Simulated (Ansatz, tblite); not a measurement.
Two members of one family (Series NiX2(PH3)2), computed with Ansatz in the gas phase. HOMO and LUMO are taken over both spins. Singlets are spin-restricted. The spins of the ions were chosen, not always searched. Names give formal oxidation states. A dash marks a value that wasn't run or was left out as unsound. The structures are stationary points that may keep the symmetry of their start. Remarks come from the PBE and PBE0 runs and from stability tests at other levels; not every state was tested. HOMO above LUMO (over both spins in singlets and doublets, within one spin in higher multiplets; at PBE or PBE0), or a gap under 0.15 eV within one spin, warns that the state may not be the lowest or that an electron is smeared out.

First: trans-NiCl2(PH3)2 (triplet, charge 0, PBE-D4/def2-SVP geometry; oxidised ion doublet).

Cartesian coordinates in Å:
```
Ni -0.0060 -0.0012 0.0009
Cl -1.2297 1.1958 -1.4032
P 0.3876 -1.6127 -1.5772
H -0.8169 -2.3327 -1.8447
H 1.2407 -2.7443 -1.3643
H 0.7476 -1.3304 -2.9355
Cl -0.3278 -1.5181 1.5809
P 0.0726 1.7078 1.5244
H 0.7956 1.6411 2.7593
H -1.2271 1.9264 2.0760
H 0.3635 3.0683 1.1834
```

| level | HOMO (eV) | LUMO (eV) | gap (eV) | vertical IE (eV) |
| --- | --- | --- | --- | --- |
| PBE-D4/def2-SVP | -4.78 | -4.50 | 0.28 | – |
| PBE-D4/def2-TZVP | -5.17 | -5.09 | 0.08 | 7.68 |
| r2SCAN-D4/def2-TZVP | -5.63 | -4.61 | 1.02 | 8.04 |
| B3LYP-D4/6-31G | -6.43 | -2.80 | 3.63 | – |
| PBE0-D4/def2-TZVP | -6.84 | -3.10 | 3.74 | 8.46 |

Metal–donor distances: 2 × Cl 2.21 Å, 2 × P 2.29 Å. The relaxed singlet lies at -1.21 eV (LDA (SPW92)/def2-TZVP) to -0.29 eV (PBE0-D4/def2-TZVP) from the triplet. Remarks: singlet lower at PBE0, near-degenerate levels, restricted SCF unstable in HF (singlet), spin-contaminated (⟨S²⟩ up to 0.86) (+1 doublet).

Second: NiH2(PH3)2 (singlet, charge 0, PBE-D4/def2-SVP geometry).

```xyz
11

Ni   -0.710    0.184    0.230
H    -2.033    0.204    1.024
H    -2.090    0.871    0.313
P     0.229    1.124   -1.398
H     1.555    0.794   -1.870
H     0.465    2.547   -1.406
H    -0.358    1.109   -2.715
P     0.434   -1.298    1.181
H    -0.032   -2.659    1.282
H     0.771   -1.201    2.581
H     1.769   -1.675    0.778
```

Question: Estimate how these quantities change from the first to the second (second minus first).

Answer: 
```tsv
level	Δ HOMO (eV)	Δ LUMO (eV)	Δ gap (eV)	Δ vertical IE (eV)
PBE-D4/def2-SVP	0.96	3.51	2.55	–
PBE-D4/def2-TZVP	0.81	3.60	2.79	0.13
r2SCAN-D4/def2-TZVP	1.24	3.30	2.06	-0.67
B3LYP-D4/6-31G	1.84	2.04	0.20	–
PBE0-D4/def2-TZVP	0.98	2.49	1.51	-1.54
```

Metal–donor distances: 2 × H 1.54 Å, 2 × P 2.10 Å. The relaxed triplet lies at 1.47 eV (r2SCANh-D4/def2-TZVP) to 1.87 eV (PBE-D4/def2-TZVP) from the singlet. Remarks: gap within one spin near zero at PBE or PBE0 (+1 doublet).
